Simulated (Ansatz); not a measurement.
(HBe-mu-Br)2 (Be2H2Br2), relaxed as a singlet with RKS B3LYP-D4/def2-TZVP in Ansatz, starting from the GFN2-xTB geometry. Force threshold 0.02 eV/Å.

Start:

```xyz
6

Be   -1.064    0.090    0.710
H    -1.730    0.400    1.757
Br   -0.529    1.345   -0.931
Be    1.005   -0.131   -0.785
H     2.237   -0.027   -1.114
Br    0.082   -1.676    0.362
```

```
        step   energy (eV)  largest force component (eV/Å)  SCF passes
           1  -140933.5571                           0.743          16
           2  -140933.6401                           0.193          19
           3  -140933.6724                           0.215          18
           4  -140933.6891                           0.049          17
5 (rejected)  -140933.6878                           0.240          19
           6  -140933.6909                           0.012          19
           7  -140933.6910                           0.047          19
           8  -140933.6914                           0.037          19
           9  -140933.6920                           0.002          19
```

Force components are those of the run's own axes.

End:

```xyz
6

Be   -1.1135    0.1201    0.8069
H    -2.1918    0.2296    1.5723
Br   -0.3011    1.5266   -0.6427
Be    1.1148   -0.1191   -0.8053
H     2.1783   -0.2396   -1.5896
Br    0.3134   -1.5175    0.6583
```

By distances, no bond broke or formed. The bond that changes most is Be4–H5, from 1.28 to 1.33 Å (atoms count from 1).

The force fell under the threshold at step 6, but the optimiser went on. No frequencies were taken in this run, so the end may be a saddle point.

It took 28 s on 4 threads of Intel Xeon on a shared host.
